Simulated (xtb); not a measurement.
C$_{4}$H$_{9}$O$_{2}$ (SMILES [CH2]OCC(C)O), doublet, geometry from GFN2-xTB. Base run: GFN0-xTB run with xtb 6.7.1.

Geometry (Å):
```xyz
15

C      2.4443    -1.0250    -0.3009
O      1.3172    -0.3087    -0.5658
C      0.4640    -0.0829     0.5274
C     -0.7837     0.6575     0.0389
C     -1.6111    -0.2201    -0.8962
O     -1.5029     1.0297     1.1964
H      2.4904    -1.6296     0.5870
H      3.0084    -1.2751    -1.1767
H      0.9632     0.5297     1.2906
H      0.1684    -1.0327     0.9944
H     -0.4523     1.5568    -0.5052
H     -1.9894    -1.0847    -0.3549
H     -2.4532     0.3379    -1.3016
H     -0.9864    -0.5593    -1.7173
H     -2.3444     1.4123     0.9242
```
Charge 0, spin multiplicity 2.
All else is at xtb's defaults.
Base energy -19.91249 Eh.

The base run was repeated with changes; each row names its change, and settings that it needs were set with it.

```
change      ΔE vs base (kJ/mol)
----------  -------------------
base                       0.00
acc = 1000                 0.00
acc = 0.1                  0.00
```
